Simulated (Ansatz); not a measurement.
Ansatz results at the PBE0-D4/def2-TZVP geometry: LUMO energy (ωB97M-V/def2-TZVPP) 1.14 eV; HOMO energy (PBE/def2-TZVPP) -5.22 eV; LUMO energy (B3LYP/def2-TZVPP) -0.42 eV.

Each molecule was computed in one conformer, which needn't be the lowest.

Which molecule gave them?
A. `[Cl][Cd][Br]`
B. `C[CH2][Cd][OH]`
C. `[CH3][Cd][CH](C)C`
D. `CC(C)[O][Cd][O]C(C)C`

C. The others give `CC(C)[O][Cd][O]C(C)C`: 0.71, -5.67, -1.33; `[Cl][Cd][Br]`: -0.40, -7.28, -2.56; `C[CH2][Cd][OH]`: 0.93, -5.93, -0.85.

B3LYP here is the variant with VWN-RPA as its local correlation; programs differ in this.
